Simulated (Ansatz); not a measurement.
A calculation with Ansatz (development build ahead of 0.2.0).

```yaml
crystal:
  periodic: [false, false, false]
  atoms:
    - { symbol: Li, position_ang: [1.32944, 0.04512, -0.03937] }
    - { symbol: Li, position_ang: [-1.3319, 0.03946, -0.04476] }
    - { symbol: F, position_ang: [0.02002, 1.57661, 0.05045] }
    - { symbol: F, position_ang: [0.00465, -1.56619, -0.05787] }
basis:
  gaussian: { orbitals: def2-SVP }
hamiltonian:
  xc: hf
```

The input is written out in the form of the current development build from the run's settings.

The run gave:

```json
{"Converged": "yes", "Total energy": "-213.75793 hartree", "Spin squared of the determinant": "0.000"}
```

Caution: stretched shape with no unrestricted run beside it, a lower state can exist.
